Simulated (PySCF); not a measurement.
C7H7FN (doublet state).
Cartesian coordinates in Å at the GFN2-xTB level; atoms count from 1:
```
atom  x, y, z in Å
C1    -2.1392    0.7378   -0.6110
C2    -0.7913    0.2657   -0.2229
C3    -0.5082   -1.1041    0.3096
C4     1.0095   -1.1302    0.5678
C5     1.4847    0.2337    0.1582
C6     2.7980    0.6500    0.2224
N7     3.9024    0.9825    0.2827
C8     0.3795    0.9710   -0.2845
F9     0.4605    2.2344   -0.7219
H10   -2.0968    1.7643   -0.9667
H11   -2.5529    0.1060   -1.3989
H12   -2.8221    0.6846    0.2385
H13   -1.0780   -1.2907    1.2238
H14   -0.8092   -1.8692   -0.4110
H15    1.2436   -1.3211    1.6180
H16    1.5119   -1.9058   -0.0156
```

As a line formula: `C[C]1CCC(C#N)=C1F` [radical].

The calculation used PySCF, UKS B3LYP, pcH-1 on C F H N, non-relativistic, mean-field spin-orbit, GIAO. Geometry: GFN2-xTB; no solvent, vibrations or thermal averaging. The geometry wasn't refined by DFT: couplings that depend on bond lengths, twists or pyramidal angles can differ widely from those at the functional's own minimum.

Count the α and β electrons and give S(S+1).

65 electrons with 2S = 1: 33 α and 32 β; S(S+1) = 0.75.

Mulliken spin populations, one withheld:

```json
{"atom": "C1", "bound to": "C2, H10, H11, H12", "population": "-0.0414"}
{"atom": "C2", "bound to": "C1, C3, C8", "population": "+0.4953"}
{"atom": "C3", "bound to": "C2, C4, H13, H14", "population": "-0.0421"}
{"atom": "C4", "bound to": "C3, C5, H15, H16", "population": "-0.0401"}
{"atom": "C5", "bound to": "C4, C6, C8", "population": "?"}
{"atom": "C6", "bound to": "C5, N7", "population": "-0.1412"}
{"atom": "N7", "bound to": "C6", "population": "+0.2605"}
{"atom": "C8", "bound to": "C5, F9, C2", "population": "-0.1753"}
{"atom": "F9", "bound to": "C8", "population": "-0.0083"}
{"atom": "H10", "bound to": "C1", "population": "+0.0009"}
{"atom": "H11", "bound to": "C1", "population": "+0.0247"}
{"atom": "H12", "bound to": "C1", "population": "+0.0245"}
{"atom": "H13", "bound to": "C3", "population": "+0.0240"}
{"atom": "H14", "bound to": "C3", "population": "+0.0242"}
{"atom": "H15", "bound to": "C4", "population": "+0.0227"}
{"atom": "H16", "bound to": "C4", "population": "+0.0225"}
```

Fill in the missing population.

The populations add up to Nα − Nβ = 1, and the others sum to 0.4509, so C5 holds +0.549.

Sum the populations by element and by sign.

Carbon +0.60, nitrogen +0.26, hydrogen +0.14, fluorine -0.01. The positive populations sum to 1.45, the negative ones to -0.45.

The run gives ⟨S²⟩ = 0.7750. What does that say of the overlap of α and β orbitals, and of the weight of higher spin?

For a single determinant ⟨S²⟩ = S(S+1) + Nβ − Σ|⟨iα|jβ⟩|², so the squared overlaps of occupied orbitals sum to 32 − 0.0250 = 31.9750. If the quartet state (S + 1) were the only admixture, its weight would be 0.0250/(2S + 2) = 0.83 %. For Kohn–Sham this describes the determinant of the orbitals, not the true wave function.

What Fermi-contact NMR shifts do the couplings of C1, C2, C3, C4, C5, C6, N7 imply at 298 K (Curie law, g = gₑ)?

δ = a_FC·h·gₑ μB S(S+1)/(3 g_N μN kT), with k/h = 20836.6 MHz/K:

```
nuclei  isotope  a_FC (MHz)     g_N  contact shift (ppm)
    C1      13C      -17.80  1.4048                -1876
    C2      13C       44.59  1.4048                +4698
    C3      13C      -16.15  1.4048                -1702
    C4      13C      -17.39  1.4048                -1833
    C5      13C       49.67  1.4048                +5234
    C6      13C      -42.16  1.4048                -4443
    N7      14N        6.21  0.4038                +2276
```

All at the stated temperature.

Examples of negative spin density at the nucleus (bohr⁻³): C8 (-0.0423), C6 (-0.0375) and C1 (-0.0158).

C2, the radical centre as drawn in `C[C]1CCC(C#N)=C1F`, holds a spin population of +0.50 out of 1.

On one thread of an Intel Xeon Platinum 8259CL at 2.50 GHz, no GPU, shared host with 96 logical CPUs at a one-minute load of 55, this took 2.0 min of wall time (with the writing of density and orbital grids) and 0.96 GiB of memory at its peak.
